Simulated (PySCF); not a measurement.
Polarisability and C₆ of P (phosphorus, neutral)

[Ne] 3s2 3p3, high-spin 4S determinant. All numbers are calculated (PySCF 2.14, no relativity, point nucleus, in aug-cc-pwCVDZ (6s5p3d, 36 functions)). Coupled (time-dependent) response in atomic units; α is the mean over directions. A double-zeta set is small for polarisabilities.

```csv
method,mean α (bohr³),C₆ (like pair),S(−4)
UHF,24.65,184.8,172.6
PBE,26.23,198.7,215.4
PBE0,25.45,191.7,193.3
M06-2X,25.75,190.9,203.2
r2SCAN0,25.19,194.2,175.8
```

S(−4) is the Cauchy moment in α(ω) = α(0) + S(−4) ω² + …

Reference α: 25 ± 1 bohr³ (recommended; Schwerdtfeger and Nagle, table of static dipole polarizabilities (2023 update)). Published C₆: 185.0 (Chu and Dalgarno (2004); Tang, Norbeck and Certain (1976)).

α(iu) at r2SCAN0:

```tsv
u (hartree)	α(iu) (bohr³)
0	25.19
0.0500	24.76
0.100	23.58
0.200	19.96
0.300	16.10
0.500	10.17
0.750	6.040
1.00	3.901
1.50	1.988
2.00	1.212
3.00	0.6082
5.00	0.2674
```

A single London oscillator, α(iu) = α/(1 + u²/ω²), gives C₆ = (3/4) ω α². Matching the computed C₆ needs ω = 4 × 194.2 / (3 × 25.19²) = 0.408 hartree.
